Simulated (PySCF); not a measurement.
Question: Give a PBE0-D3(BJ)/def2-SVP geometry of `CC(C)(C)B1CCCC1`.

Answer: 
```
atom  x, y, z in Å
C1    -2.1512    1.2126   -0.1849
C2    -1.4681   -0.1483   -0.0374
C3    -2.0937   -1.1572   -1.0049
C4    -1.6489   -0.6555    1.4072
B5     0.1032   -0.0679   -0.2110
C6     1.0286    1.1842    0.0477
C7     2.4169    0.7513   -0.4428
C8     2.4658   -0.7640   -0.2206
C9     1.0622   -1.2638   -0.5865
H10   -1.7447    1.9493    0.5256
H11   -2.0181    1.6238   -1.1986
H12   -3.2368    1.1364    0.0004
H13   -1.6431   -2.1561   -0.8985
H14   -1.9659   -0.8450   -2.0541
H15   -3.1777   -1.2599   -0.8227
H16   -1.1808   -1.6414    1.5580
H17   -1.2183    0.0401    2.1457
H18   -2.7229   -0.7587    1.6419
H19    1.0329    1.2854    1.1546
H20    0.6765    2.1545   -0.3348
H21    3.2512    1.2805    0.0450
H22    2.5018    0.9620   -1.5238
H23    3.2772   -1.2500   -0.7858
H24    2.6593   -0.9709    0.8471
H25    0.9660   -1.3356   -1.6920
H26    0.8026   -2.2628   -0.2037
```

Orientation and origin are arbitrary. Atoms count from 1 in this order. B5 (three-coordinate boron) is planar (angles 127.2°, 126.2° and 106.5°, sum 359.9°, 0.03 Å off the plane of its three neighbours). The 5-membered ring B5–C6–C7–C8–C9 has internal angles of 104.6° to 106.5°; it is puckered, 0.16 Å rms from its mean plane, widest ring torsion 39°. Of the pairs four or more bonds apart, C9···H13 is among the closest relative to their van der Waals radii: 2.87 Å, 99 % of the sum of Bondi's values.

Bonds between heavy atoms (Å): C1–C2 1.530, C2–C3 1.531, C2–C4 1.542, C2–B5 1.583, B5–C6 1.578, C6–C7 1.535, C7–C8 1.532, C8–C9 1.534, B5–C9 1.578.

Level of theory: PBE0-D3(BJ)/def2-SVP geometry optimisation, gas phase (PySCF 2.14.0).

Point group: C1 (no symmetry element, even within 0.4 Å). No PBE0-D3(BJ)/def2-SVP frequencies stand behind this structure, so it isn't proved a minimum. The numbers are those of one conformer (C2–B5–C6–C7 -173°, B5–C6–C7–C8 -30°, C6–C7–C8–C9 39°, C7–C8–C9–B5 -31°).
